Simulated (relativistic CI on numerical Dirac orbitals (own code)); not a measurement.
Co5+: K-beta X-ray emission

Computed with this model: Dirac-Coulomb-Breit CI, separate exchange-only KLI orbitals for each configuration, model QED, valence Slater integrals scaled by 0.8, multiplet model of X-ray emission after core ionisation; configurations [Ar] 3d4 → 1s 2s2 2p6 3s2 3p6 3d4 → [Ne] 3s2 3p5 3d4; 80 K; Lorentzian 2.24 eV and Gaussian 1 eV FWHM. Energies are those of the free ion, without screening or charge transfer. S is read from ⟨S²⟩ = S(S + 1).

Field parameters in Wybourne normalisation: D3d B²₀ = −7Dσ, B⁴₀ = −14Dq − 21Dτ, B⁴₃ = −14√(10/7) Dq; Oh B⁴₀ = 21Dq, B⁴₄ = √(5/14) B⁴₀; Td as Oh with Dq negative (B⁴₀ = 21Dq, B⁴₄ = √(5/14) B⁴₀). The field is a parameter set, without covalency.

Computed curve for Oh, 10Dq = 30250 cm⁻¹, scaled to 100 at the maximum (points under 2 are left out and the grid is thinned):

(Energy (eV), Intensity): (7633.2, 2.1), (7634.2, 3.4), (7635.2, 6.1), (7636.2, 9.2), (7637.2, 8.5), (7638.2, 6.8), (7639.2, 6.1), (7640.4, 7.0), (7641.4, 9.5), (7642.4, 11.2), (7643.4, 11.3), (7644.4, 9.3), (7645.4, 7.6), (7646.4, 6.7), (7647.4, 6.2), (7648.4, 6.9), (7649.4, 8.9), (7650.4, 10.5), (7651.4, 10.7), (7652.4, 12.3), (7653.6, 15.9), (7654.6, 18.1), (7655.6, 22.3), (7656.6, 29.8), (7657.6, 38.9), (7658.6, 52.8), (7659.6, 78.1), (7660.6, 99.6), (7661.6, 88.1), (7662.6, 72.0), (7663.6, 67.5), (7664.6, 41.4), (7665.6, 20.6), (7666.8, 10.7), (7667.8, 7.1), (7668.8, 5.1), (7669.8, 3.9), (7670.8, 3.1), (7671.8, 2.5), (7672.8, 2.1)

The ground state has S = 1.17, and the centroid lies at 7657.77 eV.
